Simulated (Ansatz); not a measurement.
Calculated with Ansatz (gas phase, PBE0-D4/def2-TZVP geometries, no zero-point term in ΔE). CBS: MP2 limit from def2 TZ/QZ plus the TZ coupled-cluster correction, frozen cores. Functionals use def2-TZVPP. Each species was taken in one conformer, which may not be the lowest.

`[SiH3]OC[SiH2]Cl` + `F[Si](F)(S)Cl` → `F[Si](F)(Cl)[SiH2]Cl` + `[SiH3]OCS`  (redistribution)

`[SiH3]OC[SiH2]Cl`:

```xyz
12

Si   -1.088   -0.287   -1.923
O    -0.216    0.377   -0.691
C     0.111   -0.369    0.472
Si    1.093    0.781    1.591
Cl    1.597   -0.262    3.293
H    -2.423   -0.728   -1.434
H    -0.378   -1.472   -2.478
H    -1.228    0.769   -2.951
H     0.709   -1.257    0.224
H    -0.791   -0.722    0.990
H     2.340    1.219    0.923
H     0.274    1.951    1.984
```

`F[Si](F)(S)Cl`:

```xyz
6

F    -0.528    0.313    1.626
Si   -0.228   -0.343    0.223
F    -1.395   -1.355   -0.088
S    -0.227    1.065   -1.328
Cl    1.509   -1.357    0.414
H     0.870    1.679   -0.848
```

`F[Si](F)(Cl)[SiH2]Cl`:

```xyz
8

F     0.511    1.596   -1.511
Si    0.386    1.076   -0.021
F    -0.498    2.134    0.760
Cl    2.239    1.064    0.802
Si   -0.606   -1.038    0.055
Cl    0.644   -2.335   -0.926
H    -1.924   -1.025   -0.622
H    -0.753   -1.472    1.464
```

`[SiH3]OCS`:

```xyz
10

Si   -0.807   -0.351   -1.403
O     0.204   -0.575   -0.119
C     0.231    0.294    0.979
S     1.429   -0.218    2.218
H    -0.519   -1.448   -2.352
H    -0.556    0.972   -2.039
H    -2.229   -0.393   -0.965
H    -0.729    0.298    1.508
H     0.455    1.318    0.664
H     2.523    0.102    1.508
```

```
             level  ΔE (kJ/mol)
         r2SCAN-D4        103.4
           ωB97X-V        101.4
    MP2/def2-TZVPP        113.7
   CCSD/def2-TZVPP        107.2
CCSD(T)/def2-TZVPP        106.0
SCS-MP2/def2-QZVPP        109.9
      HF/CBS(def2)        109.9
    CCSD/CBS(def2)        107.0
```

What does CCSD(T)/CBS give? (An estimate is asked.)

Computed: +105.8 kJ/mol. The listed levels differ from it by -2.4, -4.4, 7.9, 1.4, 0.2, 4.1, 4.1, 1.2 kJ/mol.

Largest T1 diagnostic among the species: 0.012.

From PBE to PBE0 (25 % exact exchange), in def2-TZVPP and without D4, ΔE moves by +7.8 kJ/mol.
